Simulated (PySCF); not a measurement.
Isomers of C3H12FNSi3, mass 165.026 u with the commonest isotopes. The calculation used PBE0/pcSseg-1 in PySCF (dipole) on a GFN2-xTB geometry, gas phase. One conformer each, none proved a minimum here; rigid rotors.

**Question.** Order these by rotational constant A, largest first.
A. `[F:1][SiH2:2][N:3]([CH2:4][SiH3:5])[C@@H:6]1[CH2:7][SiH2:8]1` with F1–Si2–N3–C4 -33°, Si2–N3–C4–Si5 135°, Si2–N3–C6–C7 85°
B. `[CH2:1]=[N:2][CH2:3][Si:4]([SiH3:5])([SiH3:6])[CH2:7][F:8]` with C1–N2–C3–Si4 108°, N2–C3–Si4–Si5 173°, C3–Si4–C7–F8 -175°
C. `[CH3:1][SiH2:2][SiH2:3]/[C:4](=[CH:5]/[F:6])[SiH2:7][NH2:8]` with C1–Si2–Si3–C4 24°, Si2–Si3–C4–C5 -113°, Si3–C4–Si7–N8 -109°, C4–Si7–N8–H -53° and 174°
D. `[F:1]/[CH:2]=[C:3](\[SiH3:4])[CH2:5][SiH2:6][NH:7][SiH3:8]` with C2–C3–C5–Si6 97°, C3–C5–Si6–N7 -51°, C5–Si6–N7–Si8 -175°

**Answer.** D (1620 MHz), C (1437 MHz), A (1220 MHz), B (1168 MHz).

**Question.** Order these by dipole moment, smallest first.
A. `[CH2:1]=[N:2][CH2:3][Si:4]([SiH3:5])([SiH3:6])[CH2:7][F:8]` with C1–N2–C3–Si4 108°, N2–C3–Si4–Si5 173°, C3–Si4–C7–F8 -175°
B. `[F:1][SiH2:2][N:3]([CH2:4][SiH3:5])[C@@H:6]1[CH2:7][SiH2:8]1` with F1–Si2–N3–C4 -33°, Si2–N3–C4–Si5 135°, Si2–N3–C6–C7 85°
C. `[CH3:1][SiH2:2][SiH2:3]/[C:4](=[CH:5]/[F:6])[SiH2:7][NH2:8]` with C1–Si2–Si3–C4 24°, Si2–Si3–C4–C5 -113°, Si3–C4–Si7–N8 -109°, C4–Si7–N8–H -53° and 174°

**Answer.** C (1.07 D), B (2.29 D), A (2.45 D).

**Question.** Order these by rotational constant C, smallest first.
A. `[F:1]/[CH:2]=[C:3](\[SiH3:4])[CH2:5][SiH2:6][NH:7][SiH3:8]` with C2–C3–C5–Si6 97°, C3–C5–Si6–N7 -51°, C5–Si6–N7–Si8 -175°
B. `[F:1][SiH2:2][N:3]([CH2:4][SiH3:5])[C@@H:6]1[CH2:7][SiH2:8]1` with F1–Si2–N3–C4 -33°, Si2–N3–C4–Si5 135°, Si2–N3–C6–C7 85°
C. `[CH3:1][SiH2:2][SiH2:3]/[C:4](=[CH:5]/[F:6])[SiH2:7][NH2:8]` with C1–Si2–Si3–C4 24°, Si2–Si3–C4–C5 -113°, Si3–C4–Si7–N8 -109°, C4–Si7–N8–H -53° and 174°
D. `[CH2:1]=[N:2][CH2:3][Si:4]([SiH3:5])([SiH3:6])[CH2:7][F:8]` with C1–N2–C3–Si4 108°, N2–C3–Si4–Si5 173°, C3–Si4–C7–F8 -175°

**Answer.** A (522.1 MHz), B (579.0 MHz), C (639.4 MHz), D (710.7 MHz).

```csv
SMILES,point group,Ia (u·Å²),Ib (u·Å²),Ic (u·Å²),κ,μa (D),μb (D),μc (D)
C[SiH2][SiH2]/C(=C/F)[SiH2]N,C1,351.75,677.13,790.35,-0.73,0.48,0.66,0.69
C=NC[Si]([SiH3])([SiH3])CF,C1,432.51,652.82,711.13,-0.72,1.52,1.83,0.58
F[SiH2]N(C[SiH3])[C@@H]1C[SiH2]1,C1,414.18,545.02,872.80,0.09,1.79,1.33,0.52
F/C=C(\[SiH3])C[SiH2]N[SiH3],C1,312.04,849.95,967.94,-0.87,0.28,0.49,0.98
```
